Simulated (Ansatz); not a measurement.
Cost and result for the atomization energy of C2H3FSi (`FC1=C[SiH2]1`) (7 atoms, 7 bonds).

```tsv
atom	x (Å)	y (Å)	z (Å)
F1	1.9290	-0.8242	-0.8863
C2	0.8058	-0.3210	-0.4093
C3	-0.0841	0.5590	-0.8383
Si4	-0.5037	-0.1266	0.8046
H5	-0.2535	1.1913	-1.6990
H6	-0.3171	0.6585	2.0496
H7	-1.5763	-1.1369	0.9787
```

Total charge 0; spin multiplicity 1. The geometry is a stationary point of PBE0-D4/def2-TZVP. Program: Ansatz. All runs use 2 threads of an Arm Neoverse V1 on a shared host. Times are those of one run each, without the atoms' runs, and a repeat can differ threefold. Electronic energies, without spin–orbit coupling; frozen cores. CCSD(T)/CBS adds CCSD(T) − MP2 in def2-TZVPP to the MP2 limit, and its time is that of the two runs behind it. T1 = 0.014. HSE06 is the plane-wave form, built on full-range PBE exchange.

CCSD(T)/CBS is a level of theory with its own doubt, some kJ/mol a heavy atom from the limit and from the frozen cores, so smaller differences don't rank the functionals.

```tsv
level	functions	wall time	atomization (kJ/mol)	difference from CCSD(T)/CBS	per bond
CCSD(T)/def2-SVP	75	1.2 s	2450.0	-150.0	-21.4
revPBE-D4/def2-TZVPP	177	1.9 s	2616.5	16.5	2.4
BLYP-D4/def2-TZVPP	177	1.9 s	2609.4	9.4	1.3
BHLYP-D4/def2-TZVPP	177	2.6 s	2500.9	-99.1	-14.2
HSE06-D4/def2-TZVPP	177	2.9 s	2627.5	27.5	3.9
B2PLYP/def2-TZVPP	177	4.2 s	2577.2	-22.8	-3.3
r2SCAN-D4/def2-TZVPP (with forces)	177	4.5 s	2625.2	25.2	3.6
r2SCANh-D4/def2-TZVPP	177	4.9 s	2601.4	1.4	0.2
ωB97X-V/def2-TZVPP	177	7.5 s	2618.6	18.6	2.7
B97M-V/def2-TZVPP	177	8 s	2628.7	28.7	4.1
MP2/def2-QZVPP	331	14 s	2639.4	39.4	5.6
CCSD(T)/def2-TZVPP	177	17 s	2525.0	-75.0	-10.7
CCSD(T)/CBS(def2)	–	31 s	2600.0	0.0	0.0
```

In def2-TZVPP, CCSD(T) changes the Hartree–Fock value by +685.8 kJ/mol (the triples alone add +52.2 kJ/mol) and MP2 by +755.4 kJ/mol; breaking electron pairs costs correlation energy, which Hartree–Fock lacks. From PBE to PBE0 (25 % exact exchange), in def2-TZVPP and without D4, the atomization energy moves by −66.5 kJ/mol: exact exchange takes away binding that semilocal exchange gives to molecules. Leaving LDA and LC-ωPBE aside and taking each functional with its dispersion term where it has one, the values, not all of them listed here, spread over 192.6 kJ/mol, from BHLYP-D4 to PBE-D4. LDA lies +365.8 kJ/mol from PBE without D4, its usual overbinding.
